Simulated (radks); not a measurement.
Values are calculated unless marked as measured or tabulated.
All-electron atom: Pb in [Hg] 6p1 7p1 (not the ground configuration).

Code: a radial shooting solver on a logarithmic mesh with Libxc functionals. Model: Dirac Kohn-Sham, AM05, spin-unpolarised, spherical densities, finite nucleus; open shells fill j = l - 1/2 first; Fermi nuclear charge, rms radius 5.5012 fm.

Energy parts (hartree):
| part | energy |
|---|---|
| total | -20911.7157 |
| kinetic | 24310.2335 |
| electron-nucleus | -52903.4213 |
| Hartree | 8060.5991 |
| exchange-correlation | -379.1269 |

Orbitals (lengths in bohr, moments of r in powers of bohr; <r^-3> diverges for s and p1/2):
orbital  occ.  eigenvalue (hartree)  <r^-3>       <r^4>      <r^2>   <1/r>
1s1/2       2             -3228.674       -   3.547e-07  0.0003579   101.2
2s1/2       2             -577.2092       -  0.00005082   0.005372   25.03
2p1/2       2             -554.6747       -  0.00002991   0.003777   25.00
2p3/2       4             -474.3189   23370  0.00004824   0.004959   19.96
3s1/2       2             -138.6392       -    0.001836    0.03482   9.177
3p1/2       2             -128.3970       -    0.001588    0.03162   9.095
3p3/2       4             -110.4715    5516    0.002257    0.03796   7.776
3d3/2       4             -93.50295   968.9    0.001478    0.02894   7.679
3d5/2       6             -89.68449   790.9    0.001641    0.03065   7.385
4s1/2       2             -31.46634       -     0.04024     0.1670   3.901
4p1/2       2             -27.02469       -     0.04239     0.1692   3.793
4p3/2       4             -22.62885    1358     0.05941     0.2007   3.334
4d3/2       4             -15.36022   216.5     0.06851     0.2085   3.139
4d5/2       6             -14.53937   172.5     0.07573     0.2193   3.036
5s1/2       2              -5.42262       -      0.9635     0.8179   1.622
4f5/2       6              -5.11939   37.90      0.1160     0.2435   2.696
4f7/2       8              -4.93434   35.91      0.1227     0.2503   2.656
5p1/2       2              -3.90134       -       1.308     0.9389   1.499
5p3/2       4              -3.07463   251.1       1.943      1.140   1.330
5d3/2       4              -0.97743   26.00       6.176      1.892   1.034
5d5/2       6              -0.88173   20.05       7.265      2.043  0.9932
6s1/2       2              -0.57357       -       50.43      5.730  0.5700
6p1/2       1              -0.28299       -       132.2      8.922  0.4562
6p3/2       0              -0.21572   19.55       229.6      11.61  0.3980
7s1/2       0              -0.07372       -        5617      61.57  0.1652
7p1/2       1              -0.04274       -       13230      96.01  0.1286
7p3/2       0              -0.03809   1.583       16320      106.8  0.1234
6d3/2       0              -0.02634  0.1586       14970      95.96  0.1318
6d5/2       0              -0.02576  0.1255       15700      98.65  0.1290

The highest occupied level is 7p1/2 at -1.163 eV. The configuration is held as typed, so some empty levels lie below it. Summed over all electrons, <r^2> = 152.0 bohr^2, which gives a Langevin (diamagnetic) susceptibility term of -120 x 10^-6 cm^3/mol.
